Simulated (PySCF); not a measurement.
# Radial density of Ne (neon, neutral)

UHF, [Ne], closed-shell 1S. Calculation: PySCF 2.14, in aug-cc-pVDZ-DK (4s3p2d, 23 functions); scalar relativity by spin-free X2C-1e.

| r (bohr) | 4πr²ρ (e/bohr) |
| --- | --- |
| 0.00201 | 0.03236 |
| 0.00339 | 0.08952 |
| 0.00570 | 0.2399 |
| 0.00958 | 0.6131 |
| 0.0161 | 1.503 |
| 0.0271 | 3.383 |
| 0.0456 | 6.601 |
| 0.0767 | 10.07 |
| 0.129 | 10.42 |
| 0.217 | 6.603 |
| 0.365 | 5.473 |
| 0.614 | 7.912 |
| 1.03 | 5.556 |
| 1.74 | 1.377 |
| 2.92 | 0.09176 |
| 4.91 | 0.001212 |

Densities and radii are taken from the X2C orbitals without a picture-change correction, which distorts them close to the nucleus.
